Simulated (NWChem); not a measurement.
Species: SeBrCl; SMILES Cl[Se]Br

```xyz
3

Se     0.7465    -0.5844     0.0000
Cl    -0.9693    -1.9204     0.0000
Br    -0.2544     1.5005     0.0000
```
Atoms are numbered in this order, from 1.

Structure relaxed at the PBE0/def2-SVP level.

Symmetry labels are those of Cs in the frame above (b1 and b2, or b-type labels, depend on it).

Problem. List the 6 lowest vertical singlet excitations from LRC-wPBEh/def2-SVP, full TDDFT (NWChem).

Solution. 
| state | energy (eV) | oscillator strength | symmetry | leading excitation (squared amplitude) |
|---|---|---|---|---|
| S1 | 2.59 | 0.000 | a" | HOMO → LUMO (1.00) |
| S2 | 2.94 | 0.000 | a" | HOMO → LUMO+1 (0.99) |
| S3 | 4.71 | 0.004 | a' | HOMO−1 → LUMO (0.89) |
| S4 | 5.03 | 0.000 | a" | HOMO−2 → LUMO (0.97) |
| S5 | 5.28 | 0.012 | a' | HOMO−3 → LUMO+1 (0.47) |
| S6 | 5.56 | 0.005 | a' | HOMO−1 → LUMO+1 (0.62) |
